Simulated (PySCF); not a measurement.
PySCF 2.14 output of an unrestricted PBE0 calculation on a single atom or ion in aug-cc-pVTZ-PP with one added diffuse shell each of s, p, d, f, g type with ECP28MDF (7s7p6d4f3g, 113 functions), with a scalar-relativistic core potential:

```
SCF conv_tol = 1e-09
number electrons alpha = 10  beta = 10
    C. Adamo and V. Barone.,  J. Chem. Phys. 110, 6158 (1999)
    M. Ernzerhof and G. E. Scuseria.,  J. Chem. Phys. 110, 5029 (1999)
cycle= 1 E= -146.949327426091  delta_E= -0.0129  |g|= 0.0828  |ddm|= 0.337
cycle= 2 E= -146.94762164803  delta_E= 0.00171  |g|= 0.11  |ddm|= 0.101
cycle= 3 E= -146.950655158924  delta_E= -0.00303  |g|= 0.0147  |ddm|= 0.0656
cycle= 4 E= -146.950732148743  delta_E= -7.7e-05  |g|= 0.000608  |ddm|= 0.0198
cycle= 5 E= -146.950732637084  delta_E= -4.88e-07  |g|= 2.39e-05  |ddm|= 0.00663
cycle= 6 E= -146.95073264495  delta_E= -7.87e-09  |g|= 4.65e-06  |ddm|= 0.00207
cycle= 7 E= -146.950732645212  delta_E= -2.62e-10  |g|= 3.87e-07  |ddm|= 0.000427
converged SCF energy = -146.950732645212  <S^2> = -7.1054274e-15  2S+1 = 1
```

The run itself started from symmetry-adapted Hartree-Fock orbitals and held the occupation by maximum overlap, on a logarithmic radial grid, so the iterations belong to that start.

Q: Which element, charge and spin multiplicity is this?

A: Ag⁻ (silver, charge -1), multiplicity 1; the state was [Kr] 4d10 5s2, closed-shell 1S.

Energies and moments cover only the electrons outside the core potential. At PBE0 the highest occupied level has a positive energy, so only the finite basis holds that electron; in a semilocal or global hybrid functional this comes from self-interaction and does not mean that the real anion is unbound.
